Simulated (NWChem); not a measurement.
System: C2H2BF; SMILES C#CBF

Output (shortened):

```
             Northwest Computational Chemistry Package (NWChem) 7.3.0
             --------------------------------------------------------

                             Geometry "geometry" -> ""
                             -------------------------

 Output coordinates in angstroms (scale by  1.889725989 to convert to a.u.)

  No.       Tag          Charge          X              Y              Z
 ---- ---------------- ---------- -------------- -------------- --------------
    1 B                    5.0000    -0.53667700    -0.69953800     0.00000000
    2 C                    6.0000    -0.08906700     0.75997900     0.00000000
    3 C                    6.0000     0.21838200     1.93809500     0.00000000
    4 H                    1.0000     0.49713600     2.97752800     0.00000000
    5 F                    9.0000     0.36658900    -1.66311600     0.00000000
    6 H                    1.0000    -1.70254400    -1.01349000     0.00000000

 Effective nuclear repulsion energy (a.u.)      82.1622834650

  xc_inp: hfexch multiplicative factor not found.

                                 NWChem DFT Module
                                 -----------------

 Summary of "ao basis" -> "ao basis" (spherical)
 ------------------------------------------------------------------------------
       Tag                 Description            Shells   Functions and Types
 ---------------- ------------------------------  ------  ---------------------
 B                           6-31g*                  6       14   3s2p1d
 C                           6-31g*                  6       14   3s2p1d
 H                           6-31g*                  2        2   2s
 F                           6-31g*                  6       14   3s2p1d

            General Information
            -------------------
          SCF calculation type: DFT
          Wavefunction type:  closed shell.
          No. of atoms     :     6
          No. of electrons :    28
           Alpha electrons :    14
            Beta electrons :    14
          Charge           :     0
          Spin multiplicity:     1
          Use of symmetry is: off; symmetry adaption is: off
          Maximum number of iterations: 150
          AO basis - number of functions:    60
                     number of shells:    28
          Convergence on energy requested:  1.00D-06
          Convergence on density requested:  1.00D-05
          Convergence on gradient requested:  5.00D-04

              XC Information
              --------------
                     Hartree-Fock (Exact) Exchange  1.000

      Superposition of Atomic Density Guess
      -------------------------------------

 Sum of atomic energies:        -200.21539389

      Non-variational initial energy
      ------------------------------

 Total energy =    -201.676778
 1-e energy   =    -436.079098
 2-e energy   =     152.240037
 HOMO         =      -0.337403
 LUMO         =      -0.024813

     ---------------------------------------------
      Total Density - Mulliken Population Analysis
     ---------------------------------------------

    Atom       Charge   Shell Charges
 -----------   ------   -------------------------------------------------------
    1 B    5     4.36   2.00  0.58  0.98  0.47  0.26  0.08
    2 C    6     6.23   2.00  0.76  1.94  0.70  0.81  0.02
    3 C    6     6.18   2.00  0.75  1.80  0.64  0.95  0.03
    4 H    1     0.72   0.42  0.30
    5 F    9     9.46   2.00  0.95  3.45  0.97  2.08  0.01
    6 H    1     1.06   0.49  0.57

[...]

                     NWChem Electrostatic Potential Fit Module
                     -----------------------------------------

 Atom parameters

 Number of atoms is                                    6
 Number of basis functions is                         60

 Grid parameters

 Maximum number of grid points is                  30504
 Number of grid points is                          30503
 Grid range                                     0.300000 nm
 Grid spacing                                   0.020000 nm
 Probe radius                                   0.070000 nm
 Atom radius factor                             1.000000

 Atomic radii

    1    0.100000
    5    0.158000
    6    0.147000
    9    0.128000
 FASTESP  F
  using M.O. file = ./job.movecs

    Atom              Coordinates                           Charge

                                                  ESP

    1 B    -0.053668   -0.069954    0.000000    0.807612
    2 C    -0.008907    0.075998    0.000000   -0.307479
    3 C     0.021838    0.193810    0.000000   -0.238580
    4 H     0.049714    0.297753    0.000000    0.284697
    5 F     0.036659   -0.166312    0.000000   -0.340255
    6 H    -0.170254   -0.101349    0.000000   -0.205995
                                            ------------
                                               -0.000000

 Dipole moment                                  0.703957

 Quadrupole moment Qxx                         -5.051033
                   Qyy                          5.874664
                   Qzz                         -0.823631

 RMS deviation kJ/mol                           0.062731

 RRMS %                                        27.494803
```

Level: Hartree-Fock/6-31G* (spherical d). All runs use the structure optimised with PBE0/def2-SVP.

Problem. Reconstruct the input file.

Solution. This is not unique; one that fits is the input that was run:
```
start job
memory heap 200 mb stack 900 mb global 1100 mb
geometry units angstroms noautosym nocenter noautoz
  B     -0.536677    -0.699538     0.000000
  C     -0.089067     0.759979     0.000000
  C      0.218382     1.938095     0.000000
  H      0.497136     2.977528     0.000000
  F      0.366589    -1.663116     0.000000
  H     -1.702544    -1.013490     0.000000
end
basis spherical
  B library 6-31g*
  C library 6-31g*
  H library 6-31g*
  F library 6-31g*
end
dft
  xc hfexch
  iterations 150
  mulliken
end
task dft energy
esp
  recalculate
  probe 0.07
  range 0.3
  factor 1.0
  spacing 0.02
end
task esp
```
